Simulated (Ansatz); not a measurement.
Ansatz (a quantum-chemistry and plane-wave program) input:

Ansatz 0.2 input:
```yaml
crystal:
  periodic: [false, false, false]
  atoms:
    - {symbol: Y, position_ang: [0.84788866, 0.23586021, 0.20372059]}
    - {symbol: Br, position_ang: [-0.61816569, 1.49832956, -1.39365175]}
    - {symbol: Br, position_ang: [-0.32662452, -1.76114521, 1.16664881]}
basis:
  gaussian:
    orbitals: def2-TZVP
hamiltonian:
  xc: b3lyp
  dispersion: d3bj
total_charge: 1
phonons: {temperatures: {t_min: 298.15, t_max: 298.15, t_step: 100}}
```

Q: Which total energy does the run end on?

A: -5186.60912 Eh (B3LYP-D3(BJ)/def2-TZVP). The basis has 136 functions. The run takes about 22 core-seconds (a rough figure).

The spin state was set by rule; other spins were not relaxed.
